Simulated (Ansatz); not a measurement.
`O[Si]Br` + HCl → `O[Si]Cl` + HBr at 700 K and 1 bar (ligand exchange at the Si–Br bond).

Computed with Ansatz on PBE0-D4/def2-TZVP structures; ΔE is electronic, products minus reactants. CBS: MP2 limit from def2 TZ/QZ plus the TZ coupled-cluster correction, frozen cores. This one scheme is used for every species. For Br outer-core shells are correlated without core-valence functions, which leaves a few kJ/mol of doubt a bond. Scalar relativity is left out up to krypton. One conformer a species, not always the lowest.

| species | CCSD(T)/CBS energy (Eh) | H − E (kJ/mol) | S (J/(mol·K)) |
| --- | --- | --- | --- |
| `O[Si]Br` | -2938.23569 | 79.1 | 346.3 |
| HCl | -460.38127 | 38.4 | 211.8 |
| `O[Si]Cl` | -824.69782 | 79.3 | 333.7 |
| HBr | -2573.91920 | 36.5 | 223.7 |

H − E and S are ideal-gas, rigid-rotor, harmonic terms from PBE0-D4/def2-TZVP, for one conformer and one mirror image of each species. 1 Eh = 2625.50 kJ/mol, R = 8.31446 J/(mol·K).

By hand: ΔE, ΔH, ΔS and ΔG.

ΔE = (-824.69782) + (-2573.91920) − (-2938.23569) − (-460.38127) = -0.00006 Eh = -0.2 kJ/mol. Δ(H − E) = 79.3 + 36.5 − 79.1 − 38.4 = -1.7, so ΔH = -1.9 kJ/mol. ΔS = 333.7 + 223.7 − 346.3 − 211.8 = -0.7 J/(mol·K). ΔG = -1.9 − 700 × (-0.7)/1000 = -1.4 kJ/mol.

By hand: the equilibrium constant, and the temperature at which ΔG would vanish if ΔH and ΔS stayed fixed.

log₁₀ K = −ΔG/(RT ln 10) = 0.1. ΔG = 0 at ΔH/ΔS = 2714 K, far beyond where these terms or the molecules hold.

The number of gas molecules stays the same, so ΔS is small and ΔH decides. The sign of ΔG lies within the doubt. A doubt of 5 kJ/mol in ΔE shifts log₁₀ K by 0.4 here. Other conformers and mirror images would add mixing entropy, several J/(mol·K) or more a flexible species. These are equilibria of isolated gas molecules and say nothing of rates. Largest T1 diagnostic: 0.014 (customary marks: 0.02 for closed shells, 0.045 for open ones).
